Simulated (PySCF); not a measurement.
C2H5O (SMILES C[CH]O), doublet, geometry from GFN2-xTB; R2SCAN/6-31G run with PySCF.

The PySCF input:
```python
from pyscf import gto, scf, dft

mol = gto.Mole()
mol.atom = '''
    C     1.193090   -0.369288   -0.015504
    C    -0.009327    0.480457   -0.155508
    O    -1.205830   -0.086200    0.224876
    H    -1.930074    0.518022    0.038963
    H    -0.038985    1.281061   -0.877839
    H     2.076997    0.248793    0.134788
    H     1.065347   -1.035117    0.834592
    H     1.370775   -0.990167   -0.903437
'''
mol.basis = '6-31g'
mol.charge = 0
mol.spin = 1
mol.verbose = 4
mol.build()

mf = dft.UKS(mol)
mf.xc = 'r2scan'
mf.kernel()
```

Q: Write the output that PySCF gives for this input, abridged.

A: 
```
PySCF version 2.14.0

[INPUT] verbose = 4
[INPUT] num. atoms = 8
[INPUT] num. electrons = 25
[INPUT] charge = 0
[INPUT] spin (= nelec alpha-beta = 2S) = 1
[INPUT] symmetry False subgroup None
[INPUT] Mole.unit = angstrom
[INPUT] Symbol           X                Y                Z      unit          X                Y                Z       unit  Magmom
[INPUT]  1 C      1.193090000000  -0.369288000000  -0.015504000000 AA    2.254613341957  -0.697853181088  -0.029298313835 Bohr   0.0
[INPUT]  2 C     -0.009327000000   0.480457000000  -0.155508000000 AA   -0.017625475564   0.907932144630  -0.293867530179 Bohr   0.0
[INPUT]  3 O     -1.205830000000  -0.086200000000   0.224876000000 AA   -2.278688452784  -0.162894391938   0.424954051988 Bohr   0.0
[INPUT]  4 H     -1.930074000000   0.518022000000   0.038963000000 AA   -3.647311260144   0.978919706499   0.073629398991 Bohr   0.0
[INPUT]  5 H     -0.038985000000   1.281061000000  -0.877839000000 AA   -0.073670972966   2.420854438861  -1.658875291462 Bohr   0.0
[INPUT]  6 H      2.076997000000   0.248793000000   0.134788000000 AA    3.924955491543   0.470150631709   0.254712404878 Bohr   0.0
[INPUT]  7 H      1.065347000000  -1.035117000000   0.834592000000 AA    2.013214057627  -1.956087636881   1.577150305753 Bohr   0.0
[INPUT]  8 H      1.370775000000  -0.990167000000  -0.903437000000 AA    2.590389328401  -1.871144447582  -1.707248500799 Bohr   0.0

nuclear repulsion = 74.9131020810084
number of shells = 25
number of NR pGTOs = 86
number of NR cGTOs = 37
basis = 6-31g
ecp = {}

******** <class 'pyscf.dft.uks.UKS'> ********
method = UKS
initial guess = minao
damping factor = 0
level_shift factor = 0
DIIS = <class 'pyscf.scf.diis.CDIIS'>
diis_start_cycle = 1
diis_space = 8
diis_damp = 0
SCF conv_tol = 1e-09
SCF conv_tol_grad = None
SCF max_cycles = 50
direct_scf = True
direct_scf_tol = 1e-13
number electrons alpha = 13  beta = 12
XC library pyscf.dft.libxc version 7.1.2
    S. Lehtola, C. Steigemann, M. J. T. Oliveira, and M. A. L. Marques,  SoftwareX 7, 1–5 (2018)
XC functionals = r2scan
    J. W. Furness, A. D. Kaplan, J. Ning, J. P. Perdew, and J. Sun,  J. Phys. Chem. Lett. 11, 8208–8215 (2020)
    J. W. Furness, A. D. Kaplan, J. Ning, J. P. Perdew, and J. Sun,  J. Phys. Chem. Lett. 11, 9248–9248 (2020)
    J. W. Furness, A. D. Kaplan, J. Ning, J. P. Perdew, and J. Sun,  J. Phys. Chem. Lett. 11, 8208–8215 (2020)
    J. W. Furness, A. D. Kaplan, J. Ning, J. P. Perdew, and J. Sun,  J. Phys. Chem. Lett. 11, 9248–9248 (2020)
radial grids:
    Treutler-Ahlrichs [JCP 102, 346 (1995); DOI:10.1063/1.469408] (M4) radial grids

becke partition: Becke, JCP 88, 2547 (1988); DOI:10.1063/1.454033
pruning grids: <function nwchem_prune>
grids dens level: 3
symmetrized grids: False
atomic radii adjust function: <function treutler_atomic_radii_adjust>
small_rho_cutoff = 0
Set gradient conv threshold to 3.16228e-05
tot grids = 91360
init E= -154.381911561749

cycle= 1 E= -154.160252025598  delta_E= 0.222  |g|= 0.424  |ddm|= 1.77
cycle= 2 E= -154.034104250105  delta_E= 0.126  |g|= 0.704  |ddm|= 0.985
cycle= 3 E= -154.233447891452  delta_E= -0.199  |g|= 0.0932  |ddm|= 0.663
cycle= 4 E= -154.237614349083  delta_E= -0.00417  |g|= 0.0178  |ddm|= 0.102
cycle= 5 E= -154.237813464537  delta_E= -0.000199  |g|= 0.00361  |ddm|= 0.0266
cycle= 6 E= -154.237823046516  delta_E= -9.58e-06  |g|= 0.00208  |ddm|= 0.00626
cycle= 7 E= -154.237825871  delta_E= -2.82e-06  |g|= 0.00064  |ddm|= 0.00326
cycle= 8 E= -154.237826217337  delta_E= -3.46e-07  |g|= 9.87e-05  |ddm|= 0.00131
cycle= 9 E= -154.237826228644  delta_E= -1.13e-08  |g|= 2.48e-05  |ddm|= 0.000259
cycle= 10 E= -154.23782622942  delta_E= -7.75e-10  |g|= 6.57e-06  |ddm|= 6.6e-05
Extra cycle  E= -154.237826229469  delta_E= -4.88e-11  |g|= 3.34e-06  |ddm|= 1.66e-05
converged SCF energy = -154.237826229469  <S^2> = 0.75458736  2S+1 = 2.0045821
```
